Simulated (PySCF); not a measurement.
F₅Sb (SMILES [F][Sb]([F])([F])([F])[F]), singlet, at a GFN2-xTB geometry (core potentials on Sb). Base run: DF-B3LYP/def2-SV(P) (PySCF).

Input for PySCF:
```python
from pyscf import gto, scf, dft

mol = gto.M(
    atom='''
Sb   -0.00538098   -0.01804812   -0.00232090
F     1.27108124   -0.77244999    1.17556001
F    -1.28766979    0.72948715   -1.17818027
F     0.23534493    1.68191679    0.82082326
F     1.08319346   -0.49526191   -1.49023129
F    -1.32250323   -1.22629968    0.65862935
''',
    basis='def2-sv(p)',
    ecp={'Sb': 'def2-sv(p)'},
    verbose=4,
)

mf = dft.RKS(mol)
mf.xc = 'b3lyp'
mf = mf.density_fit(auxbasis='def2-universal-jkfit')
mf.kernel()
```

The base run was repeated with changes; each row names its change, and settings that it needs were set with it.

| change | basis functions | E (Eh) | HOMO (eV) | HOMO-LUMO gap (eV) | dipole (D) |
|---|---|---|---|---|---|
| base | 96 | -739.16817 | -11.74 | 6.92 | 0.02 |
| basis = jorge-DZP-DKH; relativity = none (without ecp={'Sb': 'def2-sv(p)'}; without mf = mf.density_fit(auxbasis='def2-universal-jkfit')) | 123 | -6749.38600 | -12.15 | 7.09 | 0.02 |
| basis = jorge-DZP-DKH; relativity = spin-free X2C; nucleus = Gaussian (with nucmod='G'; without ecp={'Sb': 'def2-sv(p)'}; without mf = mf.density_fit(auxbasis='def2-universal-jkfit')) | 123 | -6972.94653 | -12.13 | 6.06 | 0.02 |
| basis = ANO-RCC-VDZP; relativity = none (without ecp={'Sb': 'def2-sv(p)'}; without mf = mf.density_fit(auxbasis='def2-universal-jkfit')) | 113 | -6622.62747 | -12.44 | 8.88 | 0.02 |
| basis = ANO-RCC-VDZP; relativity = spin-free X2C (without ecp={'Sb': 'def2-sv(p)'}; without mf = mf.density_fit(auxbasis='def2-universal-jkfit')) | 113 | -6980.73092 | -12.39 | 6.92 | 0.02 |
| basis = jorge-DZP-DKH; relativity = spin-free X2C (without ecp={'Sb': 'def2-sv(p)'}; without mf = mf.density_fit(auxbasis='def2-universal-jkfit')) | 123 | -6973.10646 | -12.13 | 6.06 | 0.02 |
| basis = ANO-RCC-VDZP; relativity = spin-free X2C; nucleus = Gaussian (with nucmod='G'; without ecp={'Sb': 'def2-sv(p)'}; without mf = mf.density_fit(auxbasis='def2-universal-jkfit')) | 113 | -6980.54345 | -12.39 | 6.92 | 0.02 |

Total energies compare only within one method and basis.

Basis sets contracted for a relativistic Hamiltonian are a mismatch without it, so the rows without relativity aren't non-relativistic limits. No row has spin-orbit coupling; sets with core potentials leave out the core electrons.
